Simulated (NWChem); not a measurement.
System: C2H4FNSi; SMILES [SiH2](CC#N)F

Parts of the log:

```
             Northwest Computational Chemistry Package (NWChem) 7.3.0
             --------------------------------------------------------

 C1  symmetry detected

                             Geometry "geometry" -> ""
                             -------------------------

 Output coordinates in angstroms (scale by  1.889725989 to convert to a.u.)

  No.       Tag          Charge          X              Y              Z
 ---- ---------------- ---------- -------------- -------------- --------------
    1 N                    7.0000     0.69207389    -2.53373601    -0.25218289
    2 C                    6.0000     0.00647093    -1.66697601     0.09378593
    3 C                    6.0000    -0.83502491    -0.55796165     0.49518487
    4 Si                  14.0000    -0.36848368     1.08849015    -0.31106184
    5 F                    9.0000     1.06889424     1.55868027     0.27392299
    6 H                    1.0000    -0.79737844    -0.43651681     1.59091377
    7 H                    1.0000    -1.88456684    -0.77830865     0.23260763
    8 H                    1.0000    -1.38932028     2.09639607     0.08149721
    9 H                    1.0000    -0.26320446     0.93722285    -1.78400433

 Effective nuclear repulsion energy (a.u.)     202.1336526409

                                 NWChem DFT Module
                                 -----------------

 Summary of "ao basis" -> "ao basis" (spherical)
 ------------------------------------------------------------------------------
       Tag                 Description            Shells   Functions and Types
 ---------------- ------------------------------  ------  ---------------------
 N                          def2-svp                 6       14   3s2p1d
 C                          def2-svp                 6       14   3s2p1d
 Si                         def2-svp                 8       18   4s3p1d
 F                          def2-svp                 6       14   3s2p1d
 H                          def2-svp                 3        5   2s1p

            General Information
            -------------------
          SCF calculation type: DFT
          Wavefunction type:  closed shell.
          No. of atoms     :     9
          No. of electrons :    46
           Alpha electrons :    23
            Beta electrons :    23
          Charge           :     0
          Spin multiplicity:     1
          Use of symmetry is: off; symmetry adaption is: off
          Maximum number of iterations: 150
          AO basis - number of functions:    94
                     number of shells:    44
          Convergence on energy requested:  1.00D-06
          Convergence on density requested:  1.00D-05
          Convergence on gradient requested:  5.00D-04

              XC Information
              --------------
                       PW6B95 Method XC Functional
                     Hartree-Fock (Exact) Exchange  0.280
                    PW6B95 GGA Exchange Functional  0.720
                      PW6B95 Correlation Potential  1.000

             Grid Information
             ----------------
          Grid used for XC integration:  medium
          Radial quadrature: Mura-Knowles
          Angular quadrature: Lebedev.
          Tag              B.-S. Rad. Rad. Pts. Rad. Cut. Ang. Pts.
          ---              ---------- --------- --------- ---------
          N                   0.65       49          12.0       434
          C                   0.70       49          11.0       434
          Si                  1.10       88           9.0       590
          F                   0.50       49          10.0       434
          H                   0.35       45          11.0       434
          Grid pruning is: on
          Number of quadrature shells:   464
          Spatial weights used:  Erf1

      Superposition of Atomic Density Guess
      -------------------------------------

 Sum of atomic energies:        -519.52197439

      Non-variational initial energy
      ------------------------------

 Total energy =    -521.505330
 1-e energy   =   -1117.615217
 2-e energy   =     393.976234
 HOMO         =      -0.365974
 LUMO         =       0.051195

     ---------------------------------------------
      Total Density - Mulliken Population Analysis
     ---------------------------------------------

    Atom       Charge   Shell Charges
 -----------   ------   -------------------------------------------------------
    1 N    7     7.59   1.99  1.13  0.56  2.41  1.47  0.03
    2 C    6     5.68   1.99  0.98  0.24  1.64  0.77  0.06
    3 C    6     6.35   1.99  0.95  0.18  2.03  1.18  0.02
    4 Si  14    12.95   2.00  1.99  0.94  0.24  5.93  0.95  0.70  0.21
    5 F    9     9.58   1.99  1.14  0.78  3.52  2.14  0.00
    6 H    1     0.84   0.63  0.18  0.03
    7 H    1     0.83   0.63  0.18  0.03
    8 H    1     1.09   0.70  0.38  0.01
    9 H    1     1.10   0.70  0.38  0.01

   convergence    iter        energy       DeltaE   RMS-Dens  Diis-err
 ---------------- ----- ----------------- --------- --------- ---------
 d= 0,ls=0.0,diis     1   -522.8741644916 -7.25D+02  1.99D-02  8.95D-01
 d= 0,ls=0.0,diis     2   -522.5915555898  2.83D-01  1.23D-02  3.68D+00
 d= 0,ls=0.0,diis     3   -523.0003088621 -4.09D-01  2.10D-03  4.03D-02
 d= 0,ls=0.0,diis     4   -523.0024757720 -2.17D-03  9.83D-04  2.42D-02
 d= 0,ls=0.0,diis     5   -523.0046941146 -2.22D-03  1.82D-04  3.78D-04
  Resetting Diis
 d= 0,ls=0.0,diis     6   -523.0047346097 -4.05D-05  3.79D-05  8.68D-06
 d= 0,ls=0.0,diis     7   -523.0047357311 -1.12D-06  1.48D-05  7.27D-07
 d= 0,ls=0.0,diis     8   -523.0047356198  1.11D-07  8.35D-06  1.79D-06

         Total DFT energy =     -523.004735619835
      One electron energy =    -1120.753304490227
           Coulomb energy =      446.770363366948
    Exchange-Corr. energy =      -51.155447137466
 Nuclear repulsion energy =      202.133652640910

 Numeric. integr. density =       46.000001651640

                       DFT Final Molecular Orbital Analysis
                       ------------------------------------

 Vector   21  Occ=2.000000D+00  E=-3.740019D-01
              MO Center= -2.5D-01,  5.9D-01, -5.1D-01, r^2= 5.0D+00
   Bfn.  Coefficient  Atom+Function         Bfn.  Coefficient  Atom+Function
  ----- ------------  ---------------      ----- ------------  ---------------
    90     -0.291553  9 H  s                 85      0.287073  8 H  s
    86      0.198574  8 H  s                  3      0.196256  1 N  s
    91     -0.191660  9 H  s                 52      0.185056  4 Si pz
    66      0.185970  5 F  pz                 5      0.172445  1 N  py
    69     -0.134685  5 F  pz                 2      0.128520  1 N  s

 Vector   22  Occ=2.000000D+00  E=-3.514967D-01
              MO Center=  2.2D-01, -2.0D+00, -4.2D-03, r^2= 1.8D+00
   Bfn.  Coefficient  Atom+Function         Bfn.  Coefficient  Atom+Function
  ----- ------------  ---------------      ----- ------------  ---------------
     6      0.334867  1 N  pz                20     -0.295065  2 C  pz
     4      0.278233  1 N  px                18     -0.239872  2 C  px
     9     -0.190875  1 N  pz                23     -0.182220  2 C  pz
     7     -0.158055  1 N  px                21     -0.148823  2 C  px
    75      0.138959  6 H  s                 80     -0.137648  7 H  s

 Vector   23  Occ=2.000000D+00  E=-3.332454D-01
              MO Center=  3.0D-02, -1.3D+00, -2.1D-02, r^2= 3.4D+00
   Bfn.  Coefficient  Atom+Function         Bfn.  Coefficient  Atom+Function
  ----- ------------  ---------------      ----- ------------  ---------------
     5      0.239721  1 N  py                 6     -0.234290  1 N  pz
     4      0.215808  1 N  px                19     -0.207186  2 C  py
    33      0.202492  3 C  py                31      0.178060  3 C  s
    20      0.164540  2 C  pz                22     -0.161524  2 C  py
    51     -0.162316  4 Si py                 8     -0.145404  1 N  py

 Vector   24  Occ=0.000000D+00  E= 7.924705D-03
              MO Center= -4.4D-01,  7.7D-01, -4.0D-01, r^2= 4.0D+00
   Bfn.  Coefficient  Atom+Function         Bfn.  Coefficient  Atom+Function
  ----- ------------  ---------------      ----- ------------  ---------------
    53      0.975851  4 Si px                46     -0.442014  4 Si s
    54      0.441289  4 Si py                63     -0.402830  5 F  s
    86      0.380813  8 H  s                 31      0.362909  3 C  s
    91      0.262791  9 H  s                 50      0.242842  4 Si px
    55      0.218088  4 Si pz                36      0.160851  3 C  py

 Vector   25  Occ=0.000000D+00  E= 3.145193D-02
              MO Center= -4.9D-01, -3.3D-01,  2.8D-01, r^2= 5.6D+00
   Bfn.  Coefficient  Atom+Function         Bfn.  Coefficient  Atom+Function
  ----- ------------  ---------------      ----- ------------  ---------------
    31      1.645397  3 C  s                 76     -1.027772  6 H  s
    54      0.686072  4 Si py                81     -0.509402  7 H  s
    86     -0.511019  8 H  s                 45      0.409239  4 Si s
    17     -0.389586  2 C  s                 23      0.257223  2 C  pz
     9     -0.255031  1 N  pz                37      0.252585  3 C  pz

 Vector   26  Occ=0.000000D+00  E= 3.302436D-02
              MO Center= -3.7D-01, -1.3D+00,  6.6D-02, r^2= 4.0D+00
   Bfn.  Coefficient  Atom+Function         Bfn.  Coefficient  Atom+Function
  ----- ------------  ---------------      ----- ------------  ---------------
    81      0.911283  7 H  s                 35      0.445304  3 C  px
    55     -0.425133  4 Si pz                21      0.366167  2 C  px
     7     -0.352603  1 N  px                76     -0.352106  6 H  s
    91     -0.324253  9 H  s                 18      0.307646  2 C  px
     4      0.298121  1 N  px                31     -0.273301  3 C  s

     ---------------------------------------------
      Total Density - Mulliken Population Analysis
     ---------------------------------------------

[...]
```

Level: PW6B95/def2-SVP. Coordinates come from a PBE0/def2-SVP optimisation.

Problem. Write an input that gives this output.

Solution. This is not unique; one that fits is the input that was run:
```
start job
memory heap 200 mb stack 900 mb global 1100 mb
geometry units angstroms noautoz
  N      0.720999    -2.545548    -0.222186
  C      0.034522    -1.676037     0.115036
  C     -0.807848    -0.563772     0.505457
  Si    -0.334317     1.077698    -0.306850
  F      1.100196     1.549145     0.284125
  H     -0.776540    -0.436475     1.600721
  H     -1.856109    -0.784152     0.237839
  H     -1.356108     2.089044     0.074210
  H     -0.220504     0.918359    -1.778306
end
basis spherical
  N library def2-svp
  C library def2-svp
  Si library def2-svp
  F library def2-svp
  H library def2-svp
end
dft
  xc pw6b95
  iterations 150
  mulliken
end
task dft energy
```
